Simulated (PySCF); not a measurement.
Peak assignment

Atom-mapped SMILES (the numbers label the heavy atoms): `[O:1]=[C:2]([F:3])[c:4]1[o:5][cH:6][cH:7][c:8]1[F:9]`; H(Xn) means a hydrogen on atom n.

Calculated, not measured (PySCF 2.14.0 with density-fitted response routines): NMR shieldings at PBE0/pcSseg-1/GIAO, structure optimised with GFN2-xTB. One computed conformer, no solvent model, no relativistic terms.

Chemical shifts δ = σref − σ; TMS for $^{13}$C and $^{1}$H, all at this level.

Q: Assign these signals to the numbered atoms. $^{13}$C{$^{1}$H} NMR (computed): δ 173.7 (C), 154.3 (C), 151.5 (CH), 131.2 (C), 111.6 (CH).

A: 
| δ (ppm) | atoms | environment | reason |
| --- | --- | --- | --- |
| 173.7 | C8 | aromatic carbon bearing fluorine | the electronegative substituent deshields the carbon that carries it |
| 154.3 | C2 | carbonyl carbon | – |
| 151.5 | C6 | aromatic CH next to the ring oxygen | – |
| 131.2 | C4 | substituted aromatic carbon next to the ring oxygen | – |
| 111.6 | C7 | aromatic CH | – |

Q: Assign these signals to the numbered atoms. $^{1}$H NMR (400 MHz, computed): δ 7.53 (m, 1H), 6.70 (m, 1H).

A: 
```tsv
δ (ppm)	atoms	environment	reason
7.53	H(C6)	hydrogen on an aromatic CH next to the ring oxygen	aromatic region
6.70	H(C7)	hydrogen on an aromatic CH	the ring current deshields protons in the ring plane
```

Splittings by $^{19}$F in the carbon and heteronuclear signals aren't shown, as no couplings were computed. Shifts are as computed. Against solution values, carbons near 30 ppm lie about +3 ppm off and those near 130 ppm about +5 ppm. Of 1211 compounds with measured shifts, 218 miss one by over three times the rms of a fit or turn the order of signals round; such compounds aren't used in these exercises. No couplings were computed; multiplicities are counted from neighbouring protons, with m where these are inequivalent, close in shift, in a saturated or five-membered ring or joined by F or P, and br s for small geminal =CH2 splittings.
